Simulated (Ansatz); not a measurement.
Cost and result for the atomization energy of CH$_{3}$GaS$_{2}$, SMILES `[CH3][Ga]1[S][S]1` (7 atoms, 7 bonds).

```xyz
7

C    -1.126    0.230    0.369
Ga    0.682   -0.129   -0.210
S     2.033   -0.936   -1.714
S     2.826   -0.043    0.139
H    -1.123    0.779    1.310
H    -1.640    0.814   -0.395
H    -1.653   -0.716    0.500
```

Charge 0, multiplicity 1. Correlated methods include outer-core shells of Ga, which these sets cover unevenly. Scalar relativity is left out up to krypton. Geometry: relaxed with PBE0-D4/def2-TZVP. Program: Ansatz. All runs use 2 threads of an Arm Neoverse V1 on a shared host. Times are those of one run each, without the atoms' runs, and a repeat can differ threefold. Electronic energies, without spin–orbit coupling; frozen cores. CCSD(T)/CBS adds CCSD(T) − MP2 in def2-TZVPP to the MP2 limit, and its time is that of the two runs behind it. T1 = 0.014. With those shells the extrapolation isn't a true limit.

CCSD(T)/CBS is a level of theory with its own doubt, some kJ/mol a heavy atom from the limit and from the frozen cores, so smaller differences don't rank the functionals.

```
                             level  functions  wall time
            LDA (SPW92)/def2-TZVPP        205      1.8 s
              revPBE-D4/def2-TZVPP        205      3.1 s
   PBE-D4/def2-TZVPP (with forces)        205      3.7 s
                PBE0-D4/def2-TZVPP        205      5.5 s
                  CCSD(T)/def2-SVP         97      5.5 s
           CAM-B3LYP-D4/def2-TZVPP        205        6 s
r2SCAN-D4/def2-TZVPP (with forces)        205        8 s
                 B2PLYP/def2-TZVPP        205      8.5 s
                 B97M-V/def2-TZVPP        205       15 s
  ωB97M-V/def2-TZVPP (with forces)        205       18 s
                    MP2/def2-QZVPP        376       26 s
                CCSD(T)/def2-TZVPP        205      120 s
                 CCSD(T)/CBS(def2)          –    2.4 min
```

Question: What atomization energy does each give, and how far from CCSD(T)/CBS? (Estimate.)

Answer: Ansatz gave: 
```
                             level  atomization (kJ/mol)  difference from CCSD(T)/CBS  per bond
            LDA (SPW92)/def2-TZVPP                2598.9                        356.8      51.0
              revPBE-D4/def2-TZVPP                2225.1                        -17.0      -2.4
   PBE-D4/def2-TZVPP (with forces)                2289.0                         46.9       6.7
                PBE0-D4/def2-TZVPP                2246.3                          4.2       0.6
                  CCSD(T)/def2-SVP                2053.1                       -189.0     -27.0
           CAM-B3LYP-D4/def2-TZVPP                2198.7                        -43.4      -6.2
r2SCAN-D4/def2-TZVPP (with forces)                2257.2                         15.1       2.2
                 B2PLYP/def2-TZVPP                2187.3                        -54.8      -7.8
                 B97M-V/def2-TZVPP                2262.1                         20.0       2.9
  ωB97M-V/def2-TZVPP (with forces)                2236.7                         -5.4      -0.8
                    MP2/def2-QZVPP                2264.5                         22.4       3.2
                CCSD(T)/def2-TZVPP                2171.0                        -71.1     -10.1
                 CCSD(T)/CBS(def2)                2242.1                          0.0       0.0
```

From PBE to PBE0 (25 % exact exchange), in def2-TZVPP and without D4, the atomization energy moves by −40.0 kJ/mol: exact exchange takes away binding that semilocal exchange gives to molecules. Leaving LDA and LC-ωPBE aside and taking each functional with its dispersion term where it has one, the values, not all of them listed here, spread over 155.4 kJ/mol, from BHLYP-D4 to PBE-D4. LDA lies +328.6 kJ/mol from PBE without D4, its usual overbinding. The D4 term adds +30.7 kJ/mol with B3LYP and +15.9 kJ/mol with PBE0; it sums over pairs of atoms, weighted by their polarisabilities, and B3LYP, whose exchange is more repulsive, gets the larger term.

B3LYP here is the variant with VWN-RPA as its local correlation; programs differ in this.
